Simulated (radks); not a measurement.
Values are calculated unless marked as measured or tabulated.
Isoelectronic series with 2 electrons, all held in the configuration [He], which need not be the ground one along the series. Code: a radial shooting solver on a logarithmic mesh with Libxc functionals. Model: scalar-relativistic Kohn-Sham, PBE, spin-polarised, spherical densities, finite nucleus; Fermi nuclear charge, rms radius of each element as measured or else 0.836 A^(1/3) + 0.57 fm. Total energies (hartree) and mean radii <r> (bohr):

ion    E (hartree)       1s
He        -2.89307   0.9458
B3+      -21.98899   0.3264
O6+      -59.11735   0.1973
Si12+   -187.72319   0.1100
Cl15+   -279.39034  0.08994
Ca18+   -389.47259  0.07602
V21+    -518.13497  0.06577
Fe24+   -665.57267  0.05791
Cu27+   -832.01256  0.05168
Ge30+  -1017.71467  0.04662
Br33+  -1222.97568  0.04242
Sr36+  -1448.12953  0.03887
Nb39+  -1693.55030  0.03584
Ru42+  -1959.65569  0.03321
Ag45+  -2246.91653  0.03091
Sn48+  -2555.84837  0.02887
I51+   -2887.02977  0.02706
Ba54+   -3241.1018  0.02543
Pr57+   -3618.7798  0.02396
